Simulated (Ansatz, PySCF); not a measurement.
Mean bond length (Å) of eight silicon and germanium compounds: PBE-D3(BJ) beside TPSSh-D3(BJ), computed with Ansatz (a quantum-chemistry and plane-wave program) and PySCF for isolated molecules in the bases named; differences from unrounded values. The eight are the first of their class met in an unordered collection, after screening for sound electronic states; none was chosen by its value. Each level has its own optimised geometry.

```json
[
 {"molecule": "C4H7FSi, SMILES F[C@@H]1CC=C1[SiH3]", "basis": "def2-SVP", "TPSSh-D3(BJ)": "1.390", "PBE-D3(BJ)": "1.398", "difference": "0.008"},
 {"molecule": "CH8FNSi2, SMILES C[SiH2][Si@@H](N)F", "basis": "def2-SVP", "TPSSh-D3(BJ)": "1.451", "PBE-D3(BJ)": "1.460", "difference": "0.009"},
 {"molecule": "CH5F3Si2, SMILES F[SiH2]C(F)(F)[SiH3]", "basis": "def2-SVP", "TPSSh-D3(BJ)": "1.568", "PBE-D3(BJ)": "1.579", "difference": "0.011"},
 {"molecule": "CH₆OSeSi, SMILES C[Se]O[SiH3]", "basis": "def2-SVP", "TPSSh-D3(BJ)": "1.470", "PBE-D3(BJ)": "1.482", "difference": "0.012"},
 {"molecule": "Si(Cl)2(vinyl)(OH) (C2H4Cl2OSi), SMILES C=C[Si](O)(Cl)Cl", "basis": "def2-SVP", "TPSSh-D3(BJ)": "1.470", "PBE-D3(BJ)": "1.478", "difference": "0.008"},
 {"molecule": "C2H8OSi2, SMILES C[Si@H]1CO[SiH2]1", "basis": "def2-SVP", "TPSSh-D3(BJ)": "1.485", "PBE-D3(BJ)": "1.495", "difference": "0.009"},
 {"molecule": "C3H6FNSi, SMILES [C@@H]1([SiH2]C=NC1)F", "basis": "def2-SVP", "TPSSh-D3(BJ)": "1.408", "PBE-D3(BJ)": "1.416", "difference": "0.008"},
 {"molecule": "C2H5ClFNSi, SMILES N[Si@H](Cl)/C=C/F", "basis": "def2-SVP", "TPSSh-D3(BJ)": "1.406", "PBE-D3(BJ)": "1.414", "difference": "0.008"}
]
```

PBE-D3(BJ) lies below TPSSh-D3(BJ) in 0 and above it in 8 of the eight; the mean signed difference is 0.009 and the largest 0.012 Å.
